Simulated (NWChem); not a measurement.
System: HSeBr; SMILES [SeH]Br

NWChem input:

```
start job
memory heap 200 mb stack 900 mb global 1100 mb
geometry units angstroms noautoz
  Se     0.032784    -1.148577     0.000000
  H     -1.433692    -1.268546     0.000000
  Br     0.018228     1.164814     0.000000
end
basis spherical
  Se library def2-svpd
  H library def2-svpd
  Br library def2-svpd
end
dft
  xc xpbe96 cpbe96
  iterations 150
end
tddft
  nroots 6
  notriplet
end
task tddft energy
```

NWChem printed, in part:

```
             Northwest Computational Chemistry Package (NWChem) 7.3.0
             --------------------------------------------------------

 CS  symmetry detected

                             Geometry "geometry" -> ""
                             -------------------------

 Output coordinates in angstroms (scale by  1.889725989 to convert to a.u.)

  No.       Tag          Charge          X              Y              Z
 ---- ---------------- ---------- -------------- -------------- --------------
    1 Se                  34.0000     0.03116450    -1.15490614     0.00000000
    2 H                    1.0000    -1.43500170    -1.27860377     0.00000000
    3 Br                  35.0000     0.01072596     1.15844036     0.00000000

 Effective nuclear repulsion energy (a.u.)     290.9657897176

      Symmetry information
      --------------------

 Group name             Cs
 Group number              2
 Group order               2
 No. of unique centers     3

  pbe96 is a nonlocal functional; adding pw91lda local functional.

                                 NWChem DFT Module
                                 -----------------

 Summary of "ao basis" -> "ao basis" (spherical)
 ------------------------------------------------------------------------------
       Tag                 Description            Shells   Functions and Types
 ---------------- ------------------------------  ------  ---------------------
 Se                        def2-svpd                15       41   6s5p4d
 H                         def2-svpd                 4        8   2s2p
 Br                        def2-svpd                15       41   6s5p4d

      Symmetry analysis of basis
      --------------------------

        a'         62
        a"         28

            General Information
            -------------------
          SCF calculation type: DFT
          Wavefunction type:  closed shell.
          No. of atoms     :     3
          No. of electrons :    70
           Alpha electrons :    35
            Beta electrons :    35
          Charge           :     0
          Spin multiplicity:     1
          Use of symmetry is: off; symmetry adaption is: on
          Maximum number of iterations: 150
          AO basis - number of functions:    90
                     number of shells:    34
          Convergence on energy requested:  1.00D-06
          Convergence on density requested:  1.00D-05
          Convergence on gradient requested:  5.00D-04

[...]

                                NWChem TDDFT Module
                                -------------------

            General Information
            -------------------
           No. of orbitals :     180
            Alpha orbitals :      90
             Beta orbitals :      90
        Alpha frozen cores :       0
         Beta frozen cores :       0
     Alpha frozen virtuals :       0
      Beta frozen virtuals :       0
         Spin multiplicity :       1
    Number of AO functions :      90
        Use of symmetry is : off
      Symmetry adaption is : on
         Schwarz screening :  0.10D-07

              XC Information
              --------------
   PerdewBurkeErnzerhof Exchange Functional   1.00
     Perdew 1991 LDA Correlation Functional   1.00 local
    PerdewBurkeErnz. Correlation Functional   1.00 non-local

             TDDFT Information
             -----------------
          Calculation type : TDDFT
         Wavefunction type : Restricted singlets
          No. of electrons :      70
           Alpha electrons :      35
            Beta electrons :      35
              No. of roots :       6
          Max subspacesize :    5200
            Max iterations :     100
               Target root :       1
           Target symmetry : none
      Symmetry restriction : off
                 Algorithm : Optimal
        Davidson threshold :  0.10D-03

    6 smallest eigenvalue differences (eV)
--------------------------------------------------------
  No. Spin  Occ  Vir  Irrep   E(Occ)    E(Vir)   E(Diff)
--------------------------------------------------------
    1    1   35   36 a"       -0.214    -0.133     2.201
    2    1   34   36 a'       -0.271    -0.133     3.747
    3    1   33   36 a"       -0.299    -0.133     4.527
    4    1   35   37 a"       -0.214    -0.045     4.597
    5    1   32   36 a'       -0.351    -0.133     5.937
    6    1   34   37 a'       -0.271    -0.045     6.143
--------------------------------------------------------

  Entering Davidson iterations
  Restricted singlet excited states

  Iter   NTrls   NConv    DeltaV     DeltaE      Time
  ----  ------  ------  ---------  ---------  ---------
    1      6       0     0.29E+00   0.10+100        9.0
    2     12       0     0.22E+00   0.11E-01        9.5
    3     24       0     0.57E-01   0.50E-01       12.4
    4     36       0     0.24E-01   0.97E-02       11.5
    5     48       1     0.31E-02   0.79E-03       11.5
    6     58       2     0.13E-02   0.39E-05       10.7
    7     66       4     0.56E-03   0.82E-06        9.4
    8     70       4     0.24E-03   0.11E-06        8.1
    9     74       5     0.11E-03   0.20E-07        8.2
   10     76       6     0.96E-04   0.32E-08        7.6
  ----  ------  ------  ---------  ---------  ---------
  Convergence criterion met

  Ground state a'      -4974.964462814623 a.u.

  ----------------------------------------------------------------------------
  Root   1 singlet a"             0.092804820 a.u.                2.5253 eV
  ----------------------------------------------------------------------------
     Transition Moments    X  0.00000   Y -0.00000   Z  0.19233
     Dipole Oscillator Strength                    0.0022885001
     Electric Quadrupole                           0.0000000009
     Magnetic Dipole                               0.0000000862
     Total Oscillator Strength                     0.0022885872

[...]
```

Level: PBE/def2-SVPD, full TDDFT. Coordinates come from a PBE0-D3(BJ)/def2-TZVP optimisation.
